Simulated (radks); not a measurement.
Numerical settings for neutral bismuth, [Hg] 6p3. Method: Dirac Kohn-Sham, PBE, spin-unpolarised, spherical densities, finite nucleus; open shells fill j = l - 1/2 first; Fermi nuclear charge, rms radius 5.5211 fm; computed with a radial shooting solver on a logarithmic mesh with Libxc functionals. The defaults (mesh step 0.008 in ln r, mesh end at 40 bohr or more with all orbitals vanishing there, Anderson mixing 0.5 over 9 steps, residual threshold near 1e-9 with the energy settled to 1e-9 hartree or 1e-11 of itself, here a cap of 96 iterations) give E = -21574.940 hartree and 6p3/2 at -3.710 eV in 14 iterations. Times are rough (one thread of a shared host). Changes against that run (0 stands for a change within the tolerance of the run):

\begin{tabular}{lrrrrr}
setting & iterations & converged & E (mhartree) & e(6p3/2) (meV) & CPU (s) \\ \hline
mesh step in ln r 0.03 & 14 & yes & +0.0112 & 0 & 0.06 \\
mesh step in ln r 0.012 & 14 & yes & 0 & 0 & 0.13 \\
mesh step in ln r 0.003 & 15 & yes & 0 & 0 & 0.48 \\
mesh end (bohr) 8 & 13 & yes & +4.62 & +242 & 0.16 \\
mesh end (bohr) 20 & 14 & yes & 0 & +0.00276 & 0.17 \\
residual threshold 0.001 & 8 & yes & 0 & +0.556 & 0.13 \\
residual threshold 0.1 & 8 & yes & 0 & +0.556 & 0.13 \\
mixing 1.5 & 15 & yes & 0 & 0 & 0.19 \\
linear mixing, mixing 0.5 & 30 & yes & 0 & 0 & 0.3 \\
linear mixing, mixing 0.2 & 88 & yes & 0 & 0 & 0.77 \\
mixing history 3 & 16 & yes & 0 & 0 & 0.19 \\
iteration cap 8 & 8 & no & 0 & +0.212 & 0.11 \\
\end{tabular}

Settings that end as converged yet miss the energy by more than 1 mhartree: mesh end (bohr) 8 (+0.00462 hartree). A mesh that ends early acts as a hard wall.
